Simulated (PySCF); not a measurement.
# How methods differ on the excitation energy of Pt

Pt [Xe] 4f14 5d9 6s1 (3D) → Pt [Xe] 4f14 5d8 6s2 (3F), as a difference of total energies. Calculation: PySCF 2.14, in aug-cc-pwCVDZ-PP with ECP60MDF; a scalar-relativistic core potential. Correlated levels: valence and next inner shell: nothing frozen outside the core potential. The calculations carry no spin-orbit coupling.

| method | excitation energy (cm⁻¹) |
| --- | --- |
| UHF | 2236.1 |
| MP2 (valence and next inner shell) | 2483.2 |
| SCS-MP2 (valence and next inner shell) | 1304.0 |
| CCSD (valence and next inner shell) | 1281.3 |
| CCSD(T) (valence and next inner shell) | 1268.2 |

**Question.** How much does correlation contribute at CCSD(T) (valence and next inner shell)?

**Answer.** 1268.2 − (2236.1) = -967.9 cm⁻¹, measured against UHF.

Errors of the correlated levels include the incompleteness of this basis.

For comparison: 3200.6 cm⁻¹ (measured; NIST levels, between the centres of gravity of the two terms).
